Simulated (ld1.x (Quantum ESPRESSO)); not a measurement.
Which change was made? (Co, RRKJ)

cobalt, norm-conserving RRKJ (Kleinman–Bylander form), made with ld1.x (Quantum ESPRESSO) 7.5 (PBEsol, fully relativistic). Core [Ar], reference 3d7 4s2 4p0. Waves: 4s (bound): rc 2.40 bohr; 4p (bound, empty): rc 2.20 bohr; 3d (bound): rc 0.95 bohr. Local part: the d channel. Core correction: a·sin(br)/r model core inside 0.45 bohr. rho0 = 0.005.

Open shells are filled in proportion to 2j + 1 (rel_dist='average').

Cutoffs, loose and tight: the cutoffs (Ry, on a coarse ladder) from which the occupation-weighted sum of valence levels, in a spherical-Bessel basis at the reference potential, stays within 10 and 1 mRy of its value at 400 Ry. They do not see the model core or the augmentation charge, which bear on the density cutoff. Test errors are all-electron minus pseudo excitation energies from the reference, over the configurations 3d7 4s1 4p0; 3d7 4s0 4p0; 3d6 4s0 4p0; 3d5 4s0 4p0; 3d8 4s0 4p0; 3d7.5 4s1.5 4p0; 3d7 4s0 4p2; variants that change the core or the reference have their own tests.

The base gives: outcome: generated; cutoff, loose: 230 Ry; cutoff, tight: 300 Ry; bound ghosts: s, p1/2, p3/2; largest test error (meV): -1053.

(1) After one change the result is: outcome: generated; cutoff, loose: 230 Ry; cutoff, tight: 300 Ry; bound ghosts: s, p; largest test error (meV): -1063. Which change was it?
A. wave 4s (bound): rc 2.40 bohr becomes 4s (bound): rc 2.96 bohr
B. scalar-relativistic
C. type TM semilocal; scalar-relativistic; rho0 0

Answers

(1) B. The others give: type TM semilocal; scalar-relativistic; rho0 0 → outcome: generated; cutoff, loose: 230 Ry; cutoff, tight: 300 Ry; bound ghosts: none; largest test error (meV): -1135 | wave 4s (bound): rc 2.40 bohr becomes 4s (bound): rc 2.96 bohr → outcome: generated; cutoff, loose: 230 Ry; cutoff, tight: 300 Ry; bound ghosts: s, p1/2, p3/2; largest test error (meV): -1318.
